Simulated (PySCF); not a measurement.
Si(F)(Me)(Et)(OH) (C₃H₉FOSi), SMILES CC[Si](C)(O)F. Heavy atoms are numbered as in [CH3:1][CH2:2][Si:3]([CH3:4])([OH:5])[F:6]. Hydrogens are named by the atom that carries them.

Geometry optimised at B3LYP-D3(BJ)/def2-SVP. One conformer was computed; it need not be the lowest.

These are PBE/pcSseg-1 (PySCF) values and carry that method's errors.

GIAO shieldings, no solvent; atoms alike by connectivity are averaged. δ = σ(ref) − σ: ¹³C against TMS (σ = 182.0 ppm); ²⁹Si against TMS (σ = 335.4 ppm); ¹⁷O against H2O (σ = 334.3 ppm); ¹⁹F against CFCl3 (σ = 133.6 ppm); ¹H against TMS (σ = 31.49 ppm), references at their B3LYP-D3(BJ)/def2-TZVP geometries, non-relativistic.

| nucleus | atoms | count | δ (ppm) |
|---|---|---|---|
| ¹³C | C2 (CH2) | 1 | 14.8 |
| ¹³C | C1 (CH3) | 1 | 11.1 |
| ¹³C | C4 (CH3) | 1 | -4.0 |
| ²⁹Si | Si3 | 1 | 16.0 |
| ¹⁷O | O5 (OH) | 1 | 74.5 |
| ¹⁹F | F6 | 1 | -177.4 |
| ¹H | H on O5 | 1 | 2.00 |
| ¹H | H on C1 | 3 | 1.30 |
| ¹H | H on C2 | 2 | 0.76 |
| ¹H | H on C4 | 3 | 0.46 |
